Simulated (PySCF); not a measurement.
C6H8N2, SMILES c1(N)ccc(N)cc1.

Geometry: PBE0-D3(BJ)/def2-SVP. Other conformers were not sampled.

All values below come from PySCF with TDA-PBE/def2-SVPD.

Vertical excitations. Isolated molecule, no solvent. State labels are in the subgroup C2h.

Computed UV-visible absorptions:
```csv
state,symmetry,energy (eV),λ (nm),f,main pairs
S1,Au,3.92,316,0.045,HOMO→LUMO 89 %
S2,Ag,4.37,284,0.000,HOMO→LUMO+2 100 %
S3,Bu,4.40,282,0.026,"HOMO→LUMO+3 69 %, HOMO→LUMO+1 31 %"
S4,Au,4.95,250,0.000,HOMO→LUMO+4 100 %
S5,Ag,5.22,237,0.000,HOMO→LUMO+5 100 %
S6,Bu,5.25,236,0.317,"HOMO→LUMO+1 56 %, HOMO→LUMO+3 28 %, HOMO−1→LUMO 9 %"
T1,Au,2.98,416,0,HOMO→LUMO 100 %
T2,Bu,3.53,351,0,HOMO→LUMO+1 93 %
```
Triplets are in the Tamm–Dancoff approximation.
